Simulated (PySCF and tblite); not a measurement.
Results of a calculation; reference values are marked as such.
System: C₄H₅NO₃Si, numbered as in [O:1]=[C:2]([O:3][SiH3:4])[c:5]1[cH:6][cH:7][o:8][n:9]1.

Level: PBE0/pcSseg-1 + D3(BJ) on PBE0-D3(BJ)/def2-SVP stationary points, with GFN2-xTB thermal terms. Rate constants are transition-state-theory values, counting equivalent paths, without tunnelling. Programs: tblite and PySCF.

(1) What barrier does the shift of Si4 from O3 to O1 meet, and how fast is it at 298 K?

## Answers

(1) The electronic barrier is 14.7 kcal/mol and ΔG‡(298 K) 15.6 kcal/mol, over a C1 saddle with an imaginary mode of 323i cm⁻¹ (GFN2-xTB). With 2 equivalent paths, k is 44 s⁻¹, a mean lifetime of the start of 23 ms against this motion. The end lies 1.1 kcal/mol above the start in free energy.
